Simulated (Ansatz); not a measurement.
Stretching the C2–H3 bond in C3H9Al (SMILES [CH3][Al]([CH3])[CH3]) (multiplicity 1 held, fragments rigid). Energies count from the point at 1.096 Å.
Geometry at that point (charge 0, multiplicity 1):
```xyz
13

Al    -0.005     0.003     0.006
C     -1.377    -1.392    -0.147
H     -1.258    -1.937    -1.091
H     -2.386    -0.969    -0.166
H     -1.334    -2.129     0.658
C     -0.150     1.646    -1.056
H      0.791     1.881    -1.563
H     -0.367     2.502    -0.407
H     -0.938     1.605    -1.812
C      1.530    -0.256     1.200
H      2.111     0.655     1.358
H      2.212    -1.005     0.782
H      1.224    -0.637     2.179
```

Restricted levels (R-, RO-) in cc, def2 and unpolarised 6-31G sets keep to the state of the molecule at rest. Unrestricted levels (U-) break spin symmetry where that is lower. Active spaces are followed from a long bond inwards. Levels need not reach the same state.

Correlated levels freeze the cores.

Run with Ansatz (Gaussian basis) for Hartree–Fock, density functionals and correlated methods. Values without a source in brackets are computed.

Energies in eV.

| R (Å) | U-MP2/cc-pV(D+d)Z | R-SCS-MP2/cc-pV(D+d)Z | U-SCS-MP2/cc-pV(D+d)Z | FIC-MRCISD+Q on CASSCF(2,2)/cc-pV(D+d)Z |
|---|---|---|---|---|
| 0.877 | 1.42 | 1.43 | 1.43 | 1.44 |
| 0.987 | 0.31 | 0.31 | 0.31 | 0.32 |
| 1.096 | 0.00 | 0.00 | 0.00 | 0.00 |
| 1.206 | 0.13 | 0.12 | 0.12 | 0.11 |
| 1.316 | 0.49 | 0.48 | 0.48 | 0.45 |
| 1.480 | 1.23 | 1.20 | 1.20 | 1.13 |
| 1.644 | 2.01 | 1.96 | 1.96 | 1.84 |
| 1.918 | 3.58 | 3.15 | 3.59 | 2.87 |
| 2.193 | 4.19 | 4.11 | 4.22 | 3.61 |
| 2.521 | 4.47 | 4.97 | 4.49 | 4.14 |
| 2.960 | 4.58 | 5.69 | 4.61 | 4.46 |
| 3.508 | 4.61 | 5.99 | 4.64 | 4.58 |

Doubts at one or more of the structures used: a spin-contaminated determinant (U-MP2/cc-pV(D+d)Z, U-SCS-MP2/cc-pV(D+d)Z); a restricted determinant that unrestricted orbitals would lower (R-SCS-MP2/cc-pV(D+d)Z).

Ansatz is a first-principles code.
